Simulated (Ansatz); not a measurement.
Input for Ansatz (a quantum-chemistry and plane-wave program): R-CCSD(T)/def2-TZVPP on H2OSSn (SMILES [OH][Sn][SH]), a point of a torsion scan. Elements past Kr take the def2 small-core potentials; no spin–orbit coupling. The run froze 15 orbitals, filled d shells among them.

Ansatz 0.2 input:
```yaml
crystal:
  periodic: [false, false, false]
  atoms:
    - {symbol: O, position_ang: [-1.60890040, 0.14954614, -0.36295506]}
    - {symbol: Sn, position_ang: [0.00990044, -0.57195853, -1.25294949]}
    - {symbol: S, position_ang: [-1.02076414, -2.37462496, -2.59835535]}
    - {symbol: H, position_ang: [-2.39673807, 0.20593162, 0.16903256]}
    - {symbol: H, position_ang: [-2.25150815, -2.10161789, -2.20012718]}
basis:
  gaussian:
    orbitals: def2-TZVPP
magnetization: {spin_polarized: false}
correlation: {method: ccsd_t, electrons: outside_noble_gas}
scf: {lower_state_search: off}
```

The head of its log:

```
WARN ansatz: RAYON_NUM_THREADS=1 ignored (pool sized by the plan → 1); use --threads N
Functional definition: HF
these checks for a lower state are left out or cut short: stability, starts, cluster_reference, orbital_swaps, neighbouring_geometries, increment
integrals: 0.35 GiB planned
1077 factors; integrals over basis functions are off by at most 7.0e-4 eV
mean field: 0.43 GiB planned
mean field evaluation 1: about -18690.6331 eV, gradient 4.3e1 eV
mean field evaluation 2: about -18690.7555 eV, gradient 4.3e1 eV
mean field evaluation 4: about -18694.4698 eV, gradient 3.1e0 eV
mean field evaluation 8: about -18694.5389 eV, gradient 3.6e-1 eV
mean field evaluation 16: about -18694.5401 eV, gradient 2.6e-6 eV
mean field -18694.54012479 eV, -687.0116779717 hartree, gradient 2.6e-6 eV, S^2 0.000000; 0 other end points of the search recorded, 0 dependent functions left out
15 core orbitals not correlated
reference -18694.54012479 eV, -687.0116779717 hartree; 9, 9 occupied and 127, 127 virtual orbitals, 1077 factors
```

Question: What total energy does the run end on?

Answer: -687.5653 hartree (reference determinant -687.0117, T1 diagnostic 0.016).
